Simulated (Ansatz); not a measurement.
Clusters of 6 atoms, IV-VI: gap (eV) at several levels, gas phase, relaxed structures; Ansatz. Clusters are the lowest isomers that short searches found in that spin, judged at the geometry's level. Core potentials for Pb, Sn, Te in the def2 sets, no spin–orbit coupling. HOMO and LUMO are taken over both spins. Singlets are spin-restricted. A dash marks a value that wasn't run or was left out as unsound. The structures are stationary points that may keep the symmetry of their start. Remarks come from the PBE and PBE0 runs and from stability tests at other levels; not every state was tested.

```csv
species,state,geometry,PBE-D4/def2-SVP,PBE-D4/def2-TZVP,PBE-D4/def2-TZVPD,r2SCAN-D4/def2-TZVP,PBE0-D4/def2-SVP,remarks
Sn3S3,singlet,r2SCAN-D4/def2-SVP,1.78,1.77,1.78,1.98,3.17,–
Sn2O4 (with 2 O–O bonds),singlet,r2SCAN-D4/def2-SVP,2.52,2.55,2.56,2.92,4.70,restricted SCF unstable in HF
Ge2O4⁺,doublet,PBE-D4/def2-SVP,1.02,1.04,–,1.60,3.77,–
Te4Pb2,singlet,PBE-D4/def2-SVP,1.72,1.75,1.74,1.99,3.23,–
Si2O4,singlet,PBE0-D4/def2-SVP,3.96,3.89,3.83,4.50,6.45,–
Te4Pb2⁺,doublet,PBE-D4/def2-SVP,0.45,0.45,–,0.82,1.92,–
Sn2O4⁺ (with 2 O–O bonds),doublet,PBE-D4/def2-SVP,1.04,1.07,–,1.65,3.83,–
```

Problem. Estimate the column for PBE0-D4/def2-TZVP.

Solution. Sn3S3 3.18; Sn2O4 (with 2 O–O bonds) 4.71; Ge2O4⁺ 3.81; Te4Pb2 3.25; Si2O4 6.37; Te4Pb2⁺ 1.92; Sn2O4⁺ (with 2 O–O bonds) 3.87.

Over the 4 species that have every level, the mean is 2.50 at PBE-D4/def2-SVP, 2.49 at PBE-D4/def2-TZVP, 2.48 at PBE-D4/def2-TZVPD, 2.85 at r2SCAN-D4/def2-TZVP, 4.39 at PBE0-D4/def2-SVP, 4.38 at PBE0-D4/def2-TZVP. Orbital gaps grow with the share of exact exchange and aren't one observable across functionals.
